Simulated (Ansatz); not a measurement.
Geometry optimisation of Pd₂S₂⁻.

```yaml
crystal:
  periodic: [false, false, false]
  atoms:
    - {symbol: Pd, position_ang: [-0.129320, 1.543010, 0.560710]}
    - {symbol: Pd, position_ang: [1.368880, -0.909360, 0.111130]}
    - {symbol: S, position_ang: [-0.284170, 0.066130, -1.314190]}
    - {symbol: S, position_ang: [-0.955400, -0.699790, 0.642360]}
basis:
  gaussian: {orbitals: def2-SVPD}
total_charge: -1
magnetization: {spin_polarized: true, initial_magnetization: 1}
hamiltonian: {xc: pbe0, dispersion: d4}
scf: {lower_state_search: "off"}
output: {orbitals: {seedname: orbitals}}
relax: {f_tol: 0.02, max_steps: 100}
```

```sh
$ ansatz run in.yaml --threads 4 --pin off --events-out ev --progress --plain --max-ram 3916MiB
```

Output, abridged:

```
Functional definition: PBE0
  name "PBE0"
  cite "Adamo & Barone, J. Chem. Phys. 110, 6158 (1999) doi:10.1063/1.478522"
  cite "Perdew, Burke & Ernzerhof, Phys. Rev. Lett. 77, 3865 (1996) doi:10.1103/PhysRevLett.77.3865"
  parent pbe
  parameter a = 0.25
  parameter kappa = 0.804
  parameter beta = 0.06672455060314922
  exchange = (1 - a)*pbe_x(kappa = kappa, mu = beta*pi^2/3) + a*exact_x
  correlation = pbe_c(beta = beta)
these checks for a lower state are left out or cut short: stability, starts, cluster_reference, orbital_swaps, neighbouring_geometries, increment
mean field -28617.95305647 eV, -1051.6903768799 hartree, gradient 7.2e-6 eV, S^2 0.774926; 0 other end points of the search recorded, 0 dependent functions left out
the calculation of the forces begins
relax step   1: F+E_penalty+E_count = -28618.16508387 eV  Δ(F+E_penalty+E_count) = +0.000e0 eV  max|allowed force component| = 9.499e-1 eV/Å  Δτ_max = 0.0000 Å  (27 SCF iters, accepted)
these checks for a lower state are left out or cut short: stability, starts, cluster_reference, orbital_swaps, neighbouring_geometries, increment
mean field -28618.02876355 eV, -1051.6931590640 hartree, gradient 2.1e-6 eV, S^2 0.783513; 0 other end points of the search recorded, 0 dependent functions left out
the calculation of the forces begins
relax step   2: F+E_penalty+E_count = -28618.24086051 eV  Δ(F+E_penalty+E_count) = -7.578e-2 eV  max|allowed force component| = 8.433e-1 eV/Å  Δτ_max = 0.0383 Å  (38 SCF iters, accepted)
these checks for a lower state are left out or cut short: stability, starts, cluster_reference, orbital_swaps, neighbouring_geometries, increment
mean field -28618.43561500 eV, -1051.7081105790 hartree, gradient 1.6e-6 eV, S^2 0.795866; 0 other end points of the search recorded, 0 dependent functions left out
the calculation of the forces begins
relax step   3: F+E_penalty+E_count = -28618.64851216 eV  Δ(F+E_penalty+E_count) = -4.077e-1 eV  max|allowed force component| = 1.324e0 eV/Å  Δτ_max = 0.1948 Å  (39 SCF iters, accepted)
these checks for a lower state are left out or cut short: stability, starts, cluster_reference, orbital_swaps, neighbouring_geometries, increment
mean field -28618.85416811 eV, -1051.7234921218 hartree, gradient 2.7e-6 eV, S^2 0.789052; 0 other end points of the search recorded, 0 dependent functions left out
the calculation of the forces begins
relax step   4: F+E_penalty+E_count = -28619.06588521 eV  Δ(F+E_penalty+E_count) = -4.174e-1 eV  max|allowed force component| = 5.791e-1 eV/Å  Δτ_max = 0.1944 Å  (38 SCF iters, accepted)
these checks for a lower state are left out or cut short: stability, starts, cluster_reference, orbital_swaps, neighbouring_geometries, increment
mean field -28619.06588671 eV, -1051.7312726371 hartree, gradient 2.5e-6 eV, S^2 0.788938; 0 other end points of the search recorded, 0 dependent functions left out
the calculation of the forces begins
relax step   5: F+E_penalty+E_count = -28619.27583517 eV  Δ(F+E_penalty+E_count) = -2.099e-1 eV  max|allowed force component| = 1.972e-1 eV/Å  Δτ_max = 0.2000 Å  (39 SCF iters, accepted)
these checks for a lower state are left out or cut short: stability, starts, cluster_reference, orbital_swaps, neighbouring_geometries, increment
mean field -28619.09076885 eV, -1051.7321870389 hartree, gradient 2.9e-6 eV, S^2 0.783731; 0 other end points of the search recorded, 0 dependent functions left out
the calculation of the forces begins
relax step   6: F+E_penalty+E_count = -28619.29935806 eV  Δ(F+E_penalty+E_count) = -2.352e-2 eV  max|allowed force component| = 8.279e-1 eV/Å  Δτ_max = 0.1687 Å  (90 SCF iters, accepted)
these checks for a lower state are left out or cut short: stability, starts, cluster_reference, orbital_swaps, neighbouring_geometries, increment
mean field -28619.34852007 eV, -1051.7416592213 hartree, gradient 4.3e-6 eV, S^2 0.829088; 0 other end points of the search recorded, 0 dependent functions left out
the calculation of the forces begins
relax step   7: F+E_penalty+E_count = -28619.55404254 eV  Δ(F+E_penalty+E_count) = -2.547e-1 eV  max|allowed force component| = 1.034e0 eV/Å  Δτ_max = 0.1570 Å  (102 SCF iters, accepted)
these checks for a lower state are left out or cut short: stability, starts, cluster_reference, orbital_swaps, neighbouring_geometries, increment
mean field -28619.45259291 eV, -1051.7454838279 hartree, gradient 2.3e-6 eV, S^2 0.811192; 0 other end points of the search recorded, 0 dependent functions left out
the calculation of the forces begins
relax step   8: F+E_penalty+E_count = -28619.65548564 eV  Δ(F+E_penalty+E_count) = -1.014e-1 eV  max|allowed force component| = 1.155e0 eV/Å  Δτ_max = 0.1981 Å  (57 SCF iters, accepted)
these checks for a lower state are left out or cut short: stability, starts, cluster_reference, orbital_swaps, neighbouring_geometries, increment
mean field -28619.55640760 eV, -1051.7492989473 hartree, gradient 4.4e-6 eV, S^2 0.758609; 0 other end points of the search recorded, 0 dependent functions left out
the calculation of the forces begins
relax step   9: F+E_penalty+E_count = -28619.76150745 eV  Δ(F+E_penalty+E_count) = -1.060e-1 eV  max|allowed force component| = 5.200e-1 eV/Å  Δτ_max = 0.0667 Å  (53 SCF iters, accepted)
these checks for a lower state are left out or cut short: stability, starts, cluster_reference, orbital_swaps, neighbouring_geometries, increment
mean field -28619.57770634 eV, -1051.7500816616 hartree, gradient 2.3e-6 eV, S^2 0.758566; 0 other end points of the search recorded, 0 dependent functions left out
the calculation of the forces begins
relax step  10: F+E_penalty+E_count = -28619.78387615 eV  Δ(F+E_penalty+E_count) = -2.237e-2 eV  max|allowed force component| = 1.071e-1 eV/Å  Δτ_max = 0.0286 Å  (40 SCF iters, accepted)
these checks for a lower state are left out or cut short: stability, starts, cluster_reference, orbital_swaps, neighbouring_geometries, increment
mean field -28619.57727074 eV, -1051.7500656536 hartree, gradient 2.2e-6 eV, S^2 0.758568; 0 other end points of the search recorded, 0 dependent functions left out
the calculation of the forces begins
relax step  11: F+E_penalty+E_count = -28619.78362567 eV  Δ(F+E_penalty+E_count) = +2.505e-4 eV  max|allowed force component| = 3.532e-2 eV/Å  Δτ_max = 0.0194 Å  (38 SCF iters, rejected (line search))
these checks for a lower state are left out or cut short: stability, starts, cluster_reference, orbital_swaps, neighbouring_geometries, increment
mean field -28619.57857495 eV, -1051.7501135823 hartree, gradient 2.2e-6 eV, S^2 0.758561; 0 other end points of the search recorded, 0 dependent functions left out
the calculation of the forces begins
relax step  12: F+E_penalty+E_count = -28619.78492329 eV  Δ(F+E_penalty+E_count) = -1.047e-3 eV  max|allowed force component| = 5.126e-3 eV/Å  Δτ_max = 0.0064 Å  (37 SCF iters, accepted)
Total energy: -28619.78494990 eV, -1051.7576977220 hartree
Atom 0 at    -0.718768     1.167695     0.211732 Å, force    -0.002105     0.003727    -0.000319 eV/Å
Atom 1 at     0.719341    -1.168310    -0.211759 Å, force    -0.003847     0.005106     0.001566 eV/Å
Atom 2 at     0.536508     0.614923    -1.568142 Å, force     0.001510    -0.005126     0.002740 eV/Å
Atom 3 at    -0.537092    -0.614319     1.568179 Å, force     0.004442    -0.003707    -0.003987 eV/Å
Dipole moment:     0.000543    -0.000679    -0.000067 e Å
Checks for a lower state left out: stability, starts, cluster_reference, orbital_swaps, neighbouring_geometries, increment
```

Run time 18 s (4 threads of AMD EPYC 9R45 on a shared host).

In the def2 sets Pd takes a core potential; there is no spin–orbit coupling. The relaxation made no stability test and no search for a lower SCF solution. No other spin state of charge -1 was run. The structure comes from a short search, and lower isomers may exist.
